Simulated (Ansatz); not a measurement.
Relaxation of FGe$_{2}$H$_{7}$ (10 atoms, charge 0, multiplicity 1), to a largest force component of 0.03 eV/Å in at most 50 steps.

Theory: RKS B3LYP/def2-mTZVP (Ansatz).

```xyz
10
Properties=species:S:1:pos:R:3
Ge 0.396 -0.285 -0.348
F -0.625 -0.624 2.337
H 1.301 -0.004 -1.570
H -0.273 1.032 0.066
Ge -1.192 -2.040 -0.932
H -1.939 -2.564 0.306
H -2.219 -1.504 -1.948
H -0.433 -3.211 -1.588
H 1.370 -0.731 0.775
H 0.297 -0.731 2.297
```

**Question.** Where does it end, and by what steps?

**Answer.** It converged. The force dipped under the threshold on the way, but the program's further checks kept it going. After 39 steps the energy has fallen by 0.129 eV; F2 moved furthest, 1.82 Å.

```tsv
step	energy less start (eV)	largest force component (eV/Å)	accepted
0	0.0000	0.448	yes
2	-0.0728	1.362	yes
4	-0.1017	0.106	yes
6	-0.1047	0.660	no
8	-0.1094	0.539	yes
10	-0.1172	0.160	yes
12	-0.1204	0.022	yes
14	-0.1219	0.180	yes
16	-0.1235	0.136	yes
18	-0.1249	0.051	yes
20	-0.1257	0.162	yes
22	-0.1263	0.091	yes
24	-0.1265	0.095	yes
26	-0.1270	0.074	yes
28	-0.1273	0.082	yes
30	-0.1276	0.120	yes
32	-0.1278	0.088	yes
34	-0.1285	0.080	yes
36	-0.1287	0.105	yes
38	-0.1289	0.002	yes
39	-0.1291	0.012	yes
```

```xyz
10
Properties=species:S:1:pos:R:3
Ge 0.124 -0.375 -0.393
F 0.628 -0.344 3.623
H 1.348 -0.064 -1.273
H -0.646 0.930 -0.122
Ge -1.303 -2.095 -1.368
H -2.471 -2.409 -0.417
H -1.868 -1.604 -2.713
H -0.489 -3.380 -1.606
H 0.672 -0.876 0.971
H 0.687 -0.446 2.695
```

Whether the end is a true minimum wasn't checked by a vibrational analysis.

Run time: 73 s on 4 threads of Arm Neoverse V1 (shared host), peak memory 0.28 GiB.
